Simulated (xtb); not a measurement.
xtb input (GFN2-xTB):

```bash
xtb mol.xyz --gfn 2 --ohess tight --chrg -1 --uhf 0
```
mol.xyz:
```
17

C      2.53915410     0.08805025    -0.06064714
C      1.24184272    -0.45123328     0.46117636
C      0.03116922     0.22701069    -0.20799502
C     -1.28888132    -0.34377364     0.27580402
C     -2.45929218     0.39201759    -0.34003922
O     -3.69996935    -0.18600288     0.08793941
H      2.62916354    -0.05413477    -1.15220635
H      3.37559942    -0.44508930     0.40991123
H      2.60616880     1.19057400     0.21020930
H      1.20596166    -0.33923111     1.56346110
H      1.16478181    -1.55573660     0.24781581
H      0.07630657     0.15023962    -1.29395885
H      0.08432379     1.27572743     0.00274075
H     -1.34727243    -0.27187626     1.34066062
H     -1.29259244    -1.44140588     0.07699534
H     -2.46848687     0.23247592    -1.49209555
H     -2.43913887     1.39174593    -0.15915345
```

Output:

```
           -------------------------------------------------
          |                Calculation Setup                |
           -------------------------------------------------

           -------------------------------------------------
          |                 G F N 2 - x T B                 |
           -------------------------------------------------

        Reference                      10.1021/acs.jctc.8b01176
      * Hamiltonian:
        H0-scaling (s, p, d)           1.850000    2.230000    2.230000
        zeta-weighting                 0.500000
      * Dispersion:
        s8                             2.700000
        a1                             0.520000
        a2                             5.000000
        s9                             5.000000
      * Repulsion:
        kExp                           1.500000    1.000000
        rExp                           1.000000
      * Coulomb:
        alpha                          2.000000
        third order                    shell-resolved
        anisotropic                    true
        a3                             3.000000
        a5                             4.000000
        cn-shift                       1.200000
        cn-exp                         4.000000
        max-rad                        5.000000

          ...................................................
          :                      SETUP                      :
          :.................................................:
          :  # basis functions                  35          :
          :  # atomic orbitals                  35          :
          :  # shells                           23          :
          :  # electrons                        38          :
          :  max. iterations                   250          :
          :  Hamiltonian                  GFN2-xTB          :
          :  restarted?                      false          :
          :  GBSA solvation                  false          :
          :  PC potential                    false          :
          :  electronic temp.          300.0000000     K    :
          :  accuracy                    1.0000000          :
          :  -> integral cutoff          0.2500000E+02      :
          :  -> integral neglect         0.1000000E-07      :
          :  -> SCF convergence          0.1000000E-05 Eh   :
          :  -> wf. convergence          0.1000000E-03 e    :
          :  Broyden damping             0.4000000          :
          :  net charge                         -1          :
          :  unpaired electrons                  0          :
          ...................................................

 iter      E             dE          RMSdq      gap      omega  full diag
   1    -20.5938788 -0.205939E+02  0.411E+00   12.11       0.0  T
   2    -20.7490439 -0.155165E+00  0.195E+00    8.60       1.0  T
   3    -20.7525369 -0.349301E-02  0.111E+00    7.52       1.0  T
   4    -20.7532941 -0.757214E-03  0.276E-01    6.66       1.0  T
   5    -20.7533829 -0.887685E-04  0.994E-02    6.81       1.0  T
   6    -20.7534064 -0.235324E-04  0.307E-02    6.85       1.0  T
[...]
It seems to be the Cs point group

           -------------------------------------------------
          |               Frequency Printout                |
           -------------------------------------------------
 projected vibrational frequencies (cm⁻¹)
eigval :       -0.00    -0.00    -0.00     0.00     0.00     0.00
eigval :       72.80    93.76   134.02   142.81   228.77   325.13
eigval :      343.51   500.41   749.87   781.43   867.33   880.43
eigval :      936.96   976.01  1064.22  1090.57  1118.64  1154.22
eigval :     1216.64  1221.53  1244.31  1266.76  1276.51  1301.36
eigval :     1306.60  1352.35  1388.92  1405.74  1501.35  1504.24
eigval :     1505.67  1509.81  1510.21  1514.75  2011.43  2257.08
eigval :     2925.51  2938.87  2947.51  2952.03  2956.47  2966.77
eigval :     2992.14  3013.97  3021.33
 reduced masses (amu)
   1:  7.55   2: 11.08   3: 10.51   4: 11.58   5: 11.83   6: 10.14   7: 10.47   8:  5.52
   9: 10.53  10:  8.02  11:  2.11  12: 10.43  13: 10.35  14: 10.34  15:  1.84  16:  2.12
  17:  2.66  18: 10.83  19:  6.01  20:  2.25  21:  9.62  22:  8.41  23:  8.02  24:  6.40
  25:  5.09  26:  9.78  27:  7.43  28:  2.91  29:  1.64  30:  1.83  31:  4.13  32:  4.93
  33:  2.76  34:  3.11  35:  1.92  36:  1.94  37:  1.95  38:  1.55  39:  1.76  40:  1.63
  41:  1.65  42:  1.35  43:  1.91  44:  2.00  45:  1.45  46:  2.01  47:  1.47  48:  1.50
  49:  1.78  50:  1.95  51:  1.38
 IR intensities (km·mol⁻¹)
   1:  5.27   2: 13.88   3:  6.21   4: 13.08   5: 14.98   6: 10.01   7:  7.25   8:  0.02
   9:  6.14  10:  2.04  11:  0.01  12:  4.11  13:  2.94  14:  5.91  15:  0.38  16:  9.38
  17:  1.29  18: 80.53  19: 34.73  20:  6.91  21:  3.49  22:  0.46  23:  2.47  24: 51.87
  25:  9.89  26:292.66  27:189.98  28:  3.02  29:  3.21  30:  0.48  31:  7.90  32:  1.21
  33:185.35  34:  0.25  35:  0.56  36:  1.28  37: 26.13  38:  0.36  39:107.89  40:  0.06
  41:653.94  42:464.19  43:  7.23  44: 69.09  45: 35.40  46:187.59  47: 39.36  48:107.09
  49:113.76  50: 84.39  51: 49.43
 Raman intensities (Ä⁴*amu⁻¹)
   1:  0.00   2:  0.00   3:  0.00   4:  0.00   5:  0.00   6:  0.00   7:  0.00   8:  0.00
   9:  0.00  10:  0.00  11:  0.00  12:  0.00  13:  0.00  14:  0.00  15:  0.00  16:  0.00
  17:  0.00  18:  0.00  19:  0.00  20:  0.00  21:  0.00  22:  0.00  23:  0.00  24:  0.00
  25:  0.00  26:  0.00  27:  0.00  28:  0.00  29:  0.00  30:  0.00  31:  0.00  32:  0.00
  33:  0.00  34:  0.00  35:  0.00  36:  0.00  37:  0.00  38:  0.00  39:  0.00  40:  0.00
  41:  0.00  42:  0.00  43:  0.00  44:  0.00  45:  0.00  46:  0.00  47:  0.00  48:  0.00
  49:  0.00  50:  0.00  51:  0.00
 output can be read by thermo (or use thermo option).
 writing <g98.out> molden fake output.
 recommended (thermochemical) frequency scaling factor: 1.0
           -------------------------------------------------
          |             Thermodynamic Functions             |
           -------------------------------------------------

cs  symmetry found (for desy threshold:  0.10E+00) used in thermo

          ...................................................
          :                      SETUP                      :
          :.................................................:
          :  # frequencies                          45      :
          :  # imaginary freq.                       0      :
          :  linear?                             false      :
          :  only rotor calc.                    false      :
          :  symmetry                               cs      :
          :  rotational number                       1      :
          :  scaling factor                  1.0000000      :
          :  rotor cutoff                   50.0000000 cm⁻¹ :
          :  imag. cutoff                  -20.0000000 cm⁻¹ :
          :.................................................:

    mode    ω/cm⁻¹     T·S(HO)/kcal·mol⁻¹    T·S(FR)/kcal·mol⁻¹   T·S(vib)
   ------------------------------------------------------------------------
       1     72.80    -1.21529 ( 81.80%)    -0.94502 ( 18.20%)    -1.16610
       2     93.76    -1.06741 ( 92.52%)    -0.87013 (  7.48%)    -1.05265
Note: The following floating-point exceptions are signalling: IEEE_UNDERFLOW_FLAG IEEE_DENORMAL
normal termination of xtb
       3    134.02    -0.86091 ( 98.10%)    -0.76434 (  1.90%)    -0.85907
       4    142.81    -0.82465 ( 98.52%)    -0.74553 (  1.48%)    -0.82347
       5    228.77    -0.56307 ( 99.77%)    -0.60598 (  0.23%)    -0.56317
   ------------------------------------------------------------------------

   temp. (K)  partition function   enthalpy   heat capacity  entropy
                                   cal/mol     cal/K/mol   cal/K/mol   J/K/mol
 298.15  VIB   116.                 3130.900     20.151     19.720
         ROT  0.187E+06              888.752      2.981     27.107
         INT  0.217E+08             4019.652     23.132     46.826
         TR   0.787E+27             1481.254      4.968     39.290
         TOT                        5500.9060    28.1004    86.1164   360.3109

       T/K    H(0)-H(T)+PV         H(T)/Eh          T*S/Eh         G(T)/Eh
   ------------------------------------------------------------------------
    298.15    0.876625E-02    0.155641E+00    0.409167E-01    0.114725E+00
   ------------------------------------------------------------------------

         :::::::::::::::::::::::::::::::::::::::::::::::::::::
         ::                  THERMODYNAMIC                  ::
         :::::::::::::::::::::::::::::::::::::::::::::::::::::
         :: total free energy         -20.420067882589 Eh   ::
         ::.................................................::
         :: total energy              -20.534792635533 Eh   ::
         :: zero point energy           0.146875167492 Eh   ::
         :: G(RRHO) w/o ZPVE           -0.032150414548 Eh   ::
         :: G(RRHO) contrib.            0.114724752945 Eh   ::
         :::::::::::::::::::::::::::::::::::::::::::::::::::::

optimized geometry written to: xtbopt.xyz

           -------------------------------------------------
          | TOTAL ENERGY              -20.534792635533 Eh   |
          | TOTAL ENTHALPY            -20.379151216400 Eh   |
          | TOTAL FREE ENERGY         -20.420067882589 Eh   |
          | GRADIENT NORM               0.000259366522 Eh/α |
          | HOMO-LUMO GAP               7.935298625368 eV   |
           -------------------------------------------------

------------------------------------------------------------------------
------------------------------------------------------------------------
 total:
 SCF:
 ANC optimizer:
 analytical hessian:
```

It need not be the lowest isomer of its formula. Whether it binds its extra electron was not tested at this geometry.
